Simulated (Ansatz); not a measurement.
Which isomer of H7NP2Si gives these data?

These gas-phase data were calculated for one isomer of H7NP2Si at PBE-D3(BJ)/def2-SVP (harmonic, unscaled wavenumbers; equilibrium rotational constants with average atomic masses):

```
rotational constants            : 5.555, 1.614, 1.337 GHz
all wavenumbers above 1500 cm⁻¹ : 3543, 2330, 2310, 2259, 2253, 2152, 2134
```

Candidates:

(1) `N[SiH2]PP`, a singlet
(2) `PN[SiH2]P`, a singlet

Question: Assign the data to one candidate and say why.

Answer: Candidate (2). 1 mode lies between 3250 and 3800 cm⁻¹, one for each N–H bond, while (1) has 2.

The same quantities for all candidates:

```tsv
	rotational constants (GHz)	wavenumbers above 1500 cm⁻¹	E above the lowest, PBE-D3(BJ)/def2-SVP (kcal/mol)
(1)	4.799, 1.843, 1.52	3588, 3491, 2307, 2297, 2283, 2164, 2152	0.0
(2)	5.555, 1.614, 1.337	3543, 2330, 2310, 2259, 2253, 2152, 2134	7.5
```

Each candidate is one conformer. Programs: Ansatz 0.2.0.
